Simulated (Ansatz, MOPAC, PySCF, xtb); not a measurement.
Noncovalent pair: ethylamine (SMILES CCN) (first 10 atoms) with NH3 (SMILES N); geometry from B3LYP-D3(BJ)/def2-TZVP, rigid monomers moved along the line of their centres of mass till N3···H14 is 1.99 Å.
(charge 0, multiplicity 1):
```xyz
14

C      1.3411     0.2681     0.3568
C     -0.1120     0.6768     0.1757
N     -1.0094    -0.3729     0.6788
H      2.0087     1.0483    -0.0130
H      1.5587     0.0941     1.4108
H      1.5605    -0.6468    -0.2013
H     -0.2981     0.9239    -0.8788
H     -0.3093     1.5816     0.7555
H     -1.9799    -0.1173     0.5373
H     -0.8553    -1.2390     0.1737
N      0.0220    -0.1500     3.4800
H      0.2938    -1.0420     3.8778
H     -0.6675     0.2545     4.1035
H     -0.4360    -0.3382     2.5875
```

Interaction energies are E(AB) − E(A) − E(B) at the monomers' geometry in the complex; basis-set methods are counterpoise corrected. Rows marked so take none.

Frozen-core correlation. Rows in 3-21G, 6-31G* carry no dispersion term and start afresh at each structure (6-31G* with six Cartesian d functions). MP2/6-31G* freezes PySCF's default core. The state that AM1, PM7 reach isn't checked; PM7 holds dispersion and hydrogen-bond terms.

Run with Ansatz (Gaussian basis) for Hartree–Fock, density functionals and correlated methods; MOPAC for AM1, PM7 (differences of heats of formation); PySCF for 3-21G rows, 6-31G* rows; xtb for the GFN methods. Values without a source in brackets are computed.

```json
[
 {"level": "AM1", "interaction energy (kJ/mol)": "5.3"},
 {"level": "PM7", "interaction energy (kJ/mol)": "-23.5"},
 {"level": "GFN1-xTB", "interaction energy (kJ/mol)": "-13.4"},
 {"level": "BP86/6-31G* (no counterpoise)", "interaction energy (kJ/mol)": "-18.8"},
 {"level": "r2SCAN/def2-TZVPPD", "interaction energy (kJ/mol)": "-13.0"},
 {"level": "B3LYP/3-21G (no counterpoise)", "interaction energy (kJ/mol)": "-42.0"},
 {"level": "MP2/6-31G*", "interaction energy (kJ/mol)": "-8.8"},
 {"level": "SCS-MP2/aug-cc-pVDZ", "interaction energy (kJ/mol)": "…"},
 {"level": "CCSD/aug-cc-pVDZ", "interaction energy (kJ/mol)": "…"}
]
```

Task: Fill in the missing entries.

Result: 
- SCS-MP2/aug-cc-pVDZ, interaction energy (kJ/mol): -6.2
- CCSD/aug-cc-pVDZ, interaction energy (kJ/mol): -7.4

Ansatz is a program for electronic structure.
